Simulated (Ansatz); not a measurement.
Isolated molecules relaxed with PBE0-D4/def2-TZVP in Ansatz; ΔE leaves out vibrations. CCSD(T)/CBS is the MP2 limit (def2-TZVPP, def2-QZVPP) plus CCSD(T) − MP2 in def2-TZVPP, frozen cores. For Ge outer-core shells are correlated without core-valence functions, which leaves a few kJ/mol of doubt a bond. Scalar relativity is left out up to krypton. Each species was taken in one conformer, which may not be the lowest.

Reaction (formal exchange of groups at a Ge–Si bond): `[SiH3][GeH2][GeH2][SiH2][GeH3]` + `[SiH3][SiH2][GeH3]` → `[SiH3][GeH2][GeH2][SiH2][SiH2][GeH3]` + `[SiH3][GeH3]`

```csv
species,SCS-MP2/def2-TZVPP energy (Eh)
`[SiH3][GeH2][GeH2][SiH2][GeH3]`,-6812.01699
`[SiH3][SiH2][GeH3]`,-2658.43680
`[SiH3][GeH2][GeH2][SiH2][SiH2][GeH3]`,-7102.25681
`[SiH3][GeH3]`,-2368.19796
```

**Question.** Work out ΔE.

**Answer.** ΔE = (-7102.25681) + (-2368.19796) − (-6812.01699) − (-2658.43680) = -0.00098 Eh = -0.03 eV. CCSD(T)/CBS gives -0.04 eV.

Largest T1 diagnostic among the species: 0.013.

In def2-TZVPP, CCSD(T) changes the Hartree–Fock value by −0.10 eV (the triples alone add −0.02 eV) and MP2 by −0.10 eV. Leaving LDA and LC-ωPBE aside and taking each functional with its dispersion term where it has one, the values, not all of them listed here, spread over 0.06 eV, from BLYP-D4 to B2PLYP. LDA lies −0.07 eV from PBE without D4. The D4 term adds −0.09 eV with B3LYP and −0.05 eV with PBE0; it sums over pairs of atoms, weighted by their polarisabilities, and B3LYP, whose exchange is more repulsive, gets the larger term.

B3LYP here is the variant with VWN-RPA as its local correlation; programs differ in this.
